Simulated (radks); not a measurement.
Problem. These are the eigenvalues of the occupied orbitals of an atom or ion with whole-number occupations (eV). Calculated with a radial shooting solver on a logarithmic mesh with Libxc functionals: scalar-relativistic Kohn-Sham, BLYP, spin-polarised, spherical densities, finite nucleus; Fermi nuclear charge, rms radius of each element as measured or else 0.836 A^(1/3) + 0.57 fm.

orbital  eigenvalue
1s        -20978.99
2s        -3086.036
2p        -2773.675
3s        -624.3852
3p        -521.8656
3d        -356.1160
4s        -171.9808
4p        -142.0270

Which element is it, and in what charge state? The configuration may be excited. Open shells, if any, are filled with parallel spins first.

Solution. Z = 43, technetium, charge +7: Tc7+ in [Kr]. The list shows which subshells hold electrons but not how many an open one holds; the 1s level, -770.96 hartree, gives Z - s = 39.3 by -(Z - s)^2/2, which with screening and relativity narrows Z to a few neighbours, and the depths of the outer levels then fix element, charge and occupations together.
